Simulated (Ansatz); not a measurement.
A structure relaxed at B3LYP-D4/def2-SVP in Ansatz, charge 1, singlet:

Cartesian coordinates in Å:
```
Ti 0.635 1.157 -0.035
Ti -0.446 0.458 1.856
Ti 0.663 0.014 -1.896
Ti -1.544 -0.199 -0.284
Al 0.693 -1.430 0.358
```

Question: Give its formula.

Answer: the cluster Ti4Al⁺.

Question: Summarise the bond lengths by kind (pairs closer than 1.2 times the sum of covalent radii, bridged metal pairs left out).

Answer: 5 × Ti–Ti 2.18 to 2.74 Å; 4 × Al–Ti 2.62 to 2.68 Å.

The restricted singlet is unstable towards broken spin symmetry in Hartree–Fock (as tested in another run); at B3LYP-D4/def2-SVP this wasn't settled. The relaxation made no stability test and no search for a lower SCF solution. No other spin state of charge 1 was run. Another isomer (singlet) lies 0.46 eV lower at PBE0-D4/def2-TZVP; other spin states weren't run for this one.
